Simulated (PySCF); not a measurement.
[C8H5Cl]+: g tensor and hyperfine couplings

Compound: C₈H₅Cl (charge +1 and doublet state).
Cartesian coordinates in Å at the GFN2-xTB level; atoms count from 1:
```
atom  x, y, z in Å
C1     3.3255   -0.4667   -0.2929
C2     2.1291   -0.2898   -0.2398
C3     0.7417   -0.0988   -0.1798
C4    -0.1144   -1.2364   -0.2390
C5    -1.4885   -1.0751   -0.1806
C6    -2.0315    0.1917   -0.0653
C7    -1.1799    1.3281   -0.0068
Cl8   -1.8858    2.8686    0.1346
C9     0.1988    1.1801   -0.0655
H10    4.3681   -0.6176   -0.3400
H11    0.3252   -2.2191   -0.3305
H12   -2.1360   -1.9377   -0.2253
H13   -3.1012    0.3313   -0.0184
H14    0.8481    2.0408   -0.0226
```

Identity: `[CH+]=[C]c1cccc(Cl)c1` [radical] (charge +1).

Computed with PySCF 2.14.0, UKS B3LYP, pcH-1 on C Cl H, non-relativistic, mean-field spin-orbit, GIAO. Isolated species at its GFN2-xTB geometry, gas phase. A GFN2-xTB geometry isn't a minimum of the functional, and hyperfine couplings can be far from their values at a DFT geometry, by a factor of two or more for some ions and for spin on atoms past the first row. No stability test was run, so a lower SCF solution isn't excluded.

* g1, g2, g3: 2.00209, 2.00607, 2.01272
* g_iso: 2.00696
* Form of g: rhombic: the two nearest values differ by 37 % of g3 − g1
* ⟨S²⟩: 0.7672 (exact 0.7500)
* α and β electrons: 35, 34
* HOMO–LUMO gap, α and β orbitals: 5.28, 1.65 eV
* Total energy: -767.69719 Eh
* Basis functions: 285

Isotropic coupling and dipolar principal values T1 to T3, in MHz:

| atom | isotope | a_iso | of which spin–orbit | T1 | T2 | T3 | Mulliken spin population |
| --- | --- | --- | --- | --- | --- | --- | --- |
| C1 | 13C | 20.5 | 0.0 | -25.5 | -22.6 | 48.1 | 0.30 |
| C2 | 13C | -19.7 | 0.0 | -8.6 | 2.2 | 6.4 | -0.02 |
| C3 | 13C | 3.8 | -0.1 | -13.2 | -11.7 | 25.0 | 0.14 |
| C4 | 13C | 19.7 | 0.0 | -24.6 | -23.8 | 48.4 | 0.30 |
| C5 | 13C | -21.8 | 0.0 | -14.3 | 6.4 | 7.9 | -0.13 |
| C6 | 13C | 22.7 | -0.2 | -25.9 | -25.0 | 50.9 | 0.32 |
| C7 | 13C | -0.3 | 0.3 | -10.2 | -8.4 | 18.6 | 0.08 |
| Cl8 | 35Cl | 5.6 | 1.0 | -21.5 | -20.8 | 42.4 | 0.11 |
| C9 | 13C | -11.8 | 0.0 | -8.9 | 4.4 | 4.5 | -0.06 |
| H10 | 1H | -24.3 | 0.0 | -11.4 | -2.4 | 13.9 | -0.01 |
| H11 | 1H | -20.3 | 0.0 | -10.9 | -2.3 | 13.3 | -0.01 |
| H12 | 1H | 4.9 | 0.0 | -2.7 | 0.1 | 2.6 | 0.00 |
| H13 | 1H | -21.4 | 0.0 | -11.9 | -2.1 | 14.0 | -0.01 |
| H14 | 1H | 2.3 | 0.0 | -2.3 | -0.2 | 2.5 | 0.00 |

The largest Mulliken spin populations are on C6 (+0.32), C4 (+0.30), C1 (+0.30) and C3 (+0.14). Three atoms exceed +0.15. The positive populations add up to 1.25 and the negative ones to -0.25, together 2S = 1.

The SMILES `[CH+]=[C]c1cccc(Cl)c1` draws the unpaired electron on C2, whose computed spin population is only -0.02.

Axes: g1 is normal to the molecular plane and g3 points within 6° of the C4–H11 bond.

Under fast tumbling the dipolar parts average out, and these isotropic splittings remain: 1 × 1H (H10, I = 1/2, 2 lines) with 0.87 mT, 1 × 1H (H13, I = 1/2, 2 lines) with 0.76 mT, 1 × 1H (H11, I = 1/2, 2 lines) with 0.72 mT, 1 × 35Cl (Cl8, I = 3/2, 4 lines) with 0.20 mT, 1 × 1H (H12, I = 1/2, 2 lines) with 0.17 mT and 1 × 1H (H14, I = 1/2, 2 lines) with 0.08 mT.

Main isotope only: 35Cl (natural samples also hold 24 % 37Cl, magnetic too, which adds its own pattern).

The 13C coupling of C6 (22.7 MHz) shows only in satellite lines or after enrichment, since that isotope makes up about 1.07 % of natural carbon.
